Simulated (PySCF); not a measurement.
Al(Br)(Me)2 (C₂H₆AlBr), SMILES [CH3][Al]([CH3])[Br]. Atoms are numbered in the order given.

```xyz
10

Al     0.7041     0.6367     0.1016
Br    -0.9915    -0.8858    -0.1470
C      0.5499     2.3411    -0.8496
H      1.3315     2.4119    -1.6373
H      0.7200     3.1960    -0.1606
H     -0.4359     2.4756    -1.3369
C      2.1935     0.1064     1.2573
H      3.0241     0.8415     1.2464
H      2.5992    -0.8829     0.9583
H      1.8490    -0.0022     2.3082
```

Geometry optimised at PBE-D3(BJ)/def2-SVP. The structure was generated by enumeration; whether it is a known compound was not checked.

Level of theory: TDDFT-PBE/def2-SVPD (PySCF).

Vertical excitations. Gas-phase values at a fixed geometry.

| state | energy (eV) | λ (nm) | f | main pairs |
|---|---|---|---|---|
| S1 | 4.97 | 250 | 0.000 | HOMO→LUMO 100 % |
| S2 | 5.63 | 220 | 0.105 | HOMO→LUMO+1 96 % |
| S3 | 5.76 | 215 | 0.000 | HOMO−2→LUMO 99 % |
| S4 | 5.87 | 211 | 0.041 | HOMO−1→LUMO 94 % |
| S5 | 6.11 | 203 | 0.026 | HOMO−1→LUMO+1 85 %, HOMO−3→LUMO 14 % |
| S6 | 6.17 | 201 | 0.018 | HOMO−3→LUMO 85 %, HOMO−1→LUMO+1 14 % |
| S7 | 6.35 | 195 | 0.027 | HOMO−2→LUMO+1 96 % |
| S8 | 6.77 | 183 | 0.122 | HOMO−3→LUMO+1 90 % |
| S9 | 6.87 | 180 | 0.003 | HOMO→LUMO+2 98 % |
| S10 | 7.23 | 172 | 0.070 | HOMO→LUMO+3 93 % |
| T1 | 4.78 | 259 | 0 | HOMO→LUMO 99 % |
| T2 | 5.28 | 235 | 0 | HOMO−1→LUMO 99 % |
| T3 | 5.29 | 234 | 0 | HOMO→LUMO+1 99 % |
| T4 | 5.54 | 224 | 0 | HOMO−2→LUMO 99 % |
Triplets are in the Tamm–Dancoff approximation, which puts them higher than full response would, so one can lie above its singlet here.
